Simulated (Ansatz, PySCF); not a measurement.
Bond stretch in GaBe (anion, charge -1), lowest singlet found (which spin is the ground state isn't settled by this scan).

Levels of theory: RHF/3-21G = restricted Hartree-Fock/3-21G (PySCF 2.14.0); UHF/3-21G = PySCF with unrestricted Hartree-Fock/3-21G; RKS-B3LYP/3-21G = restricted B3LYP/3-21G in PySCF; FCI = full CI/aug-cc-pVDZ, cores with 3d frozen (Ansatz, a quantum-chemistry and plane-wave program).

Energies relative to the lowest point of each curve between 1.90 and 2.47 Å, where full CI is lowest, in eV; the last columns give the difference from FCI:

```tsv
R / Å	RHF/3-21G	UHF/3-21G	RKS-B3LYP/3-21G	FCI	RHF/3-21G − FCI	UHF/3-21G − FCI	RKS-B3LYP/3-21G − FCI
1.58	3.327	3.099	2.517	3.981	-0.654	-0.883	-1.464
1.72	1.786	1.543	1.191	2.197	-0.411	-0.654	-1.006
1.82	1.093	0.866	0.641	1.364	-0.271	-0.498	-0.723
1.90	0.710	0.506	0.359	0.890	-0.180	-0.384	-0.532
1.97	0.468	0.291	0.195	0.586	-0.118	-0.295	-0.390
2.09	0.200	0.079	0.043	0.245	-0.045	-0.166	-0.202
2.15	0.117	0.028	0.011	0.140	-0.023	-0.112	-0.129
2.20	0.068	0.006	0.000	0.079	-0.010	-0.072	-0.079
2.25	0.034	0.001	0.001	0.037	-0.003	-0.036	-0.036
2.35	0.000	0.000	0.032	0.000	0.000	0.000	0.032
2.47	0.001	0.010	0.104	0.014	-0.013	-0.004	0.090
```

RHF/3-21G is furthest from FCI at 1.58 (-0.654 eV, below); its mean absolute difference over the points is 0.157 eV.

UHF/3-21G is furthest from FCI at 1.58 (-0.883 eV, below); its mean absolute difference over the points is 0.282 eV.

RKS-B3LYP/3-21G is furthest from FCI at 1.58 (-1.464 eV, below); its mean absolute difference over the points is 0.426 eV.

The scan ran from 1.58 to 7.35 Å; beyond the distances shown full CI changes its symmetry label. The restricted form behind RHF/3-21G, RKS-B3LYP/3-21G keeps the bonding electrons paired and can't separate into open-shell fragments. Where the anion isn't bound against loss of the electron, the finite basis alone holds it. The unrestricted determinant behind UHF/3-21G is spin-contaminated at 1.58 to 2.47 Å (<S²> up to 1.8, against 0.00 for a pure singlet).
